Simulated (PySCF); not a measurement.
Computed IR spectrum (relative IR intensity) of a molecule C6H12O2. The structure is a stationary point at TPSSh-D3(BJ)/def2-SVP. One conformer was computed; it need not be the lowest. Method: TPSSh-D3(BJ)/def2-SVP run with PySCF. Harmonic, unscaled wavenumbers; measured fundamentals usually lie a few per cent lower.

```csv
ν (cm⁻¹),relative intensity
235,2.1
418,2.4
649,2.4
891,2.8
941,3.8
1041,5.7
1051,2.3
1075,26
1084,13
1273,100
1287,66
1375,3.0
1389,27
1427,2.9
1460,4.3
1467,3.0
1492,2.2
1832,88
3019,7.1
3027,7.5
3033,11
3045,12
3055,3.1
3077,2.1
3102,9.2
3109,25
3116,12
3185,2.1
```

Task: Which structure fits?
(A) COC(=O)C(C)(C)C
(B) CCCCOC(C)=O
(C) CC/C(=C/OC)OC

Result: B, CCCCOC(C)=O
